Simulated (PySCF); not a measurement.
Static response to an electric field

Species: 6-chloro-2-hydroxypyridine, C5H4ClNO.
Cartesian coordinates in Å at the GFN2-xTB level; atoms count from 1:
```
atom  x, y, z in Å
O1    -2.1858   -1.1026   -0.6359
C2    -1.0283   -0.5255   -0.2964
C3    -0.6932    0.7319   -0.8023
C4     0.5147    1.2782   -0.4174
C5     1.3490    0.5783    0.4454
C6     0.9098   -0.6596    0.8811
Cl7    1.8756   -1.5966    1.9506
N8    -0.2395   -1.2010    0.5268
H9    -2.2391   -1.9613   -0.1913
H10   -1.3723    1.2363   -1.4681
H11    0.8128    2.2483   -0.7851
H12    2.2975    0.9730    0.7666
```

Level: CAM-B3LYP/def2-SVPD (PySCF), static field, nuclei fixed, core orbitals frozen in the response. The polarisability tensor in these axes (au):

```
x    90.93   3.32  22.01
y     3.32  83.99 -17.47
z    22.01 -17.47  71.25
```

What are the eigenvalues, a third of the trace, and Δα (Δα² = ½Σ(αi − αj)² over the three pairs)?

Principal values 49.04, 89.47 and 107.66 au; mean 82.06 au = 12.16 Å³ = 13.53 × 10⁻⁴⁰ C²·m²/J; Δα = 51.97 au (63 % of the mean).

What is the dipole moment, and where does it point?

(-0.08, 1.68, -0.98) D, 1.95 D in size, pointing from the negative to the positive side. Measured along this direction, the outermost atoms are Cl7 at the negative end and H11 at the positive end.

Along which axes do the principal values lie, and how far do the nuclei extend along each?

Largest value along (0.72, -0.34, 0.60), where the nuclei span 5.37 Å; middle along (0.53, 0.83, -0.16), 5.22 Å; least along (-0.45, 0.43, 0.78), 0.00 Å. The response follows the extents in order.

Give the eigenvalues of the traceless quadrupole moment Θ = ½Σq(3rr − r²1), origin at the centre of nuclear charge.

-4.83, -4.55, 9.38 D·Å. The values depend on the origin, since the dipole doesn't vanish. The electronic extent ⟨r²⟩ about the same centre is 1121 bohr², a root-mean-square distance of 2.18 Å for the 66 electrons.

Find the Langevin capture rate constant for H3O+ (19.018 u) meeting this molecule (128.998 u), k = 2.342 × 10⁻⁹ cm³/s × √(α in Å³ / reduced mass in u).

The reduced mass is 16.57 u, so k = 2.01 × 10⁻⁹ cm³/s. The formula leaves out the permanent dipole, which adds to the capture rate.

Rayleigh depolarisation ratio (linearly polarised light, static tensor)?

ρ = 3Δα²/(45ᾱ² + 4Δα²) = 8103.7/(302992 + 10804.9) = 0.0258.

The structure is a single GFN2-xTB conformer in the gas phase; no vibrational or solvent corrections.
